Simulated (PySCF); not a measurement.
CaF₂, charge +1, multiplicity 2. Atoms are numbered in the order given.

```xyz
3

Ca     0.0000     0.0000     0.8493
F      0.0000    -1.0010    -0.9436
F      0.0000     1.0010    -0.9436
```
Charge +1, spin multiplicity 2.

Geometry optimised at TPSSh-D3(BJ)/def2-TZVP. The spin state was assumed, not searched. The isomer is the one that the SMILES or the coordinates give; other isomers of the formula were not compared.

These are PBE/def2-TZVPD (PySCF) values and carry that method's errors.

Mulliken values depend strongly on the basis, most of all with diffuse functions as here. ESP charges are fitted to the potential on shells at 1.4 to 2.0 van der Waals radii. Atomic charges (e):

```json
[
 {"atom": "Ca1", "meta-Löwdin": "[?]", "ESP fit": "1.52", "Mulliken spin": "-0.02"},
 {"atom": "F2", "meta-Löwdin": "[?]", "ESP fit": "-0.26", "Mulliken spin": "0.51"},
 {"atom": "F3", "meta-Löwdin": "[?]", "ESP fit": "-0.26", "Mulliken spin": "0.51"}
]
```

Task: Fill in the missing entries. (An estimate is asked for; the answer gives what the named calculation found.)

Result: 
- Ca1, meta-Löwdin: 1.77
- F2, meta-Löwdin: -0.38
- F3, meta-Löwdin: -0.38
